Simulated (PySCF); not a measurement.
C₃H₅F₂OS₂Si (doublet state).
Structure used (GFN2-xTB), in Å, numbered top down from 1:
```xyz
14
C3H5F2OS2Si angstrom
F     -1.992   -1.522    0.493
C     -1.973   -0.194    0.772
F     -2.934    0.336   -0.025
O     -0.777    0.362    0.576
C     -0.242    0.274   -0.778
C      0.466   -0.970   -1.033
S      1.877   -1.336   -0.152
Si     2.279    0.725    0.456
S      0.901    1.728   -0.822
H     -2.271   -0.053    1.822
H     -1.038    0.461   -1.501
H      0.110   -1.697   -1.735
H      1.964    0.843    1.869
H      3.628    1.041    0.037
```

The hyperfine couplings belong to this conformer and change with its torsions.

Identity: `FC(F)O[C@@H]1[CH]S[SiH2]S1` [radical].

Method: UKS B3LYP, pcH-1 on C F H O S Si, non-relativistic, mean-field spin-orbit, GIAO in PySCF 2.14.0. One conformer (not necessarily the lowest) at the GFN2-xTB geometry, without solvent, vibrations or thermal averaging. A GFN2-xTB geometry isn't a minimum of the functional, and hyperfine couplings can be far from their values at a DFT geometry. Stability of the SCF solution: not tested.

Q: The isotropic 19F couplings are +11.1, -1.8 MHz. Assign them to F1; F3.

A: 
```csv
site,a_iso (MHz),ρ(0) (bohr⁻³),position,distance from C6 (Å),bound to,spin population there,largest |T| (MHz)
F1,+11.1,+0.0026,4 bonds from C6,2.95,C2,-0.01,29.3
F3,-1.8,-0.0004,4 bonds from C6,3.78,C2,-0.01,2.3
```

Q: The isotropic 13C couplings are +77.9, -28.8, -1.8 MHz. Assign them to C2; C5; C6.

A: 
```tsv
site	a_iso (MHz)	ρ(0) (bohr⁻³)	position	distance from C6 (Å)	spin population	largest |T| (MHz)
C2	-1.8	-0.0016	3 bonds from C6	3.13	-0.01	1.1
C5	-28.8	-0.0256	1 bond from C6	1.45	-0.02	2.7
C6	+77.9	+0.0691	largest spin population	0.00	+0.76	136.1
```

ρ(0) is the spin density at the nucleus and T the dipolar tensor; a_iso includes a spin–orbit part. The Mulliken spin populations are largest on C6 (+0.76) and S7 (+0.18). The angles at C6 add up to 359.9°, so it is planar; its axial dipolar tensor and the negative coupling of its proton fit spin in a p orbital normal to that plane.

Examples of negative spin density at the nucleus (bohr⁻³): C5 (-0.0256), H12 (-0.0121) and C2 (-0.0016).
